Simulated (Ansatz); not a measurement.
`[AlH2][O]/C=N\[SiH3]` + `N=C[SeH]` → `[AlH2]/[N]=C\[SeH]` + `O/C=N/[SiH3]`  (ligand exchange at the Al–O bond)

Isolated molecules relaxed with PBE0-D4/def2-TZVP in Ansatz; ΔE leaves out vibrations. CCSD(T)/CBS is the MP2 limit (def2-TZVPP, def2-QZVPP) plus CCSD(T) − MP2 in def2-TZVPP, frozen cores. Double bonds are as drawn, so ΔE can hold a change between cis and trans. DFT in def2-TZVPP. B3LYP here is the variant with VWN-RPA as its local correlation; programs differ in this. For Se outer-core shells are correlated without core-valence functions, which leaves a few kJ/mol of doubt a bond. Scalar relativity is left out up to krypton. Each species was taken in one conformer, which may not be the lowest.

`[AlH2][O]/C=N\[SiH3]`:

```xyz
11

Al   -0.471   -2.348    0.941
O    -0.167   -0.797    0.272
C    -0.182   -0.310   -0.980
N     0.073    0.873   -1.299
Si    0.499    2.111   -0.152
H    -0.329   -2.441    2.503
H    -0.856   -3.510   -0.056
H    -0.446   -1.056   -1.742
H     1.746    1.768    0.586
H     0.726    3.367   -0.907
H    -0.593    2.342    0.835
```

`N=C[SeH]`:

```xyz
6

N    -0.214    1.399   -0.166
C     0.021    0.165   -0.135
Se   -0.409   -0.834    1.426
H     0.064    1.807   -1.057
H     0.466   -0.431   -0.937
H     0.072   -2.105    0.869
```

`[AlH2]/[N]=C\[SeH]`:

Cartesian coordinates in Å:
```
Al -1.626 -0.806 -0.933
N -0.283 0.071 -0.228
C 0.678 0.641 0.294
Se 1.925 -0.243 1.475
H -2.985 -0.817 -0.130
H -1.385 -1.499 -2.331
H 0.930 1.699 0.151
H 2.746 0.954 1.701
```

`O/C=N/[SiH3]`:

```xyz
9

O    -0.308    0.855    2.269
C    -0.368    0.168    1.125
N     0.324    0.446    0.116
Si    0.278   -0.413   -1.382
H     0.345    1.559    2.135
H    -1.097   -0.645    1.220
H    -0.693   -1.548   -1.347
H    -0.113    0.524   -2.464
H     1.633   -0.946   -1.673
```

| level | ΔE (kJ/mol) | difference from CCSD(T)/CBS |
| --- | --- | --- |
| PBE0-D4 | 11.5 | -9.8 |
| B3LYP-D4 | 14.7 | -6.6 |
| ωB97M-V | 19.5 | -1.8 |
| B2PLYP | 15.6 | -5.7 |
| PBE | 5.6 | -15.7 |
| PBE0 | 10.5 | -10.8 |
| B3LYP | 12.9 | -8.4 |
| MP2/def2-QZVPP | 18.2 | -3.1 |
| SCS-MP2/def2-QZVPP | 21.8 | 0.5 |
| HF/CBS(def2) | 26.1 | 4.8 |
| CCSD(T)/CBS | 21.3 | 0 |

Largest T1 diagnostic among the species: 0.015.

From PBE to PBE0 (25 % exact exchange), in def2-TZVPP and without D4, ΔE moves by +4.9 kJ/mol.
